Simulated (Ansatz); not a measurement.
A calculation with Ansatz (development build ahead of 0.2.0).

```yaml
crystal:
  periodic: [false, false, false]
  atoms:
    - { symbol: Zr, position_ang: [0.04632, 0.0178, -0.00615] }
    - { symbol: F, position_ang: [1.07458, 1.06122, 1.12627] }
    - { symbol: F, position_ang: [1.06395, -1.0626, -1.11846] }
    - { symbol: F, position_ang: [-1.06547, 1.07248, -1.05946] }
    - { symbol: F, position_ang: [-1.11671, -1.05213, 1.10916] }
basis:
  gaussian: { orbitals: STO-3G }
hamiltonian:
  xc: hf
correlation:
  method: mp2
  frozen_orbitals: { F: 1, Zr: 14 }
```

The input is written out in the form of the current development build from the run's settings.

Output:

```json
{
  "Converged": "yes",
  "Reference energy": "-3895.76251 hartree",
  "Correlation energy": "-0.22105 hartree",
  "Total energy": "-3895.98356 hartree",
  "Spin squared of the determinant": "0.000"
}
```

Caution: no unrestricted run beside it, a lower state can exist; other spin multiplicities were not run.
